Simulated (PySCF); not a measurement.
Geometry:
```csv
atom,x (Å),y (Å),z (Å)
C1,3.758,-0.369,1.514
C2,2.840,-0.171,0.555
C3,1.407,-0.177,0.760
C4,0.530,0.029,-0.237
O5,-0.800,0.024,-0.046
Si6,-1.987,0.279,-1.215
C7,-3.621,0.161,-0.337
H8,3.463,-0.555,2.551
H9,4.828,-0.351,1.293
H10,3.183,0.013,-0.472
H11,1.016,-0.357,1.767
H12,0.883,0.214,-1.263
H13,-1.779,1.625,-1.834
H14,-1.849,-0.759,-2.284
H15,-3.744,-0.832,0.120
H16,-3.688,0.919,0.458
H17,-4.450,0.324,-1.042
```

Geometry: PBE0-D3(BJ)/def2-SVP; GIAO absolute shieldings from PySCF 2.14, gas phase, non-relativistic, averaged over equivalent atoms.

At CAM-B3LYP/pcSseg-1 (176 basis functions, 22 s wall time on 1 thread of an Arm Neoverse V2, shared host):
```json
{"atoms": "C4", "σ (ppm)": "25.7"}
{"atoms": "C2", "σ (ppm)": "37.6"}
{"atoms": "C3", "σ (ppm)": "59.1"}
{"atoms": "C1", "σ (ppm)": "61.2"}
{"atoms": "C7", "σ (ppm)": "186.5"}
{"atoms": "O5", "σ (ppm)": "227.8"}
{"atoms": "Si6", "σ (ppm)": "351.3"}
{"atoms": "H12", "σ (ppm)": "24.75"}
{"atoms": "H10", "σ (ppm)": "25.16"}
{"atoms": "H11", "σ (ppm)": "25.39"}
{"atoms": "H8", "σ (ppm)": "26.11"}
{"atoms": "H9", "σ (ppm)": "26.27"}
{"atoms": "H13/H14", "σ (ppm)": "26.54"}
{"atoms": "H15/H16/H17", "σ (ppm)": "30.91"}
```

Predict the values at PBE0/pcSseg-1 on the same geometry.

## Answers


```
      atoms  σ at PBE0/pcSseg-1  change
         C4                31.2    +5.5
         C2                43.4    +5.8
         C3                63.5    +4.4
         C1                65.6    +4.4
         C7               188.5    +2.0
         O5               220.3    -7.5
        Si6               357.3    +6.0
        H12               24.68   -0.07
        H10               25.07   -0.09
        H11               25.32   -0.07
         H8               26.03   -0.08
         H9               26.17   -0.10
    H13/H14               26.33   -0.21
H15/H16/H17               30.83   -0.08
```

The largest change is at O5 (oxygen bonded to C, Si). Cost: 176 basis functions, 24 s wall time on 1 thread of an Arm Neoverse V2, shared host. The order of the carbon signals is the same at both levels.
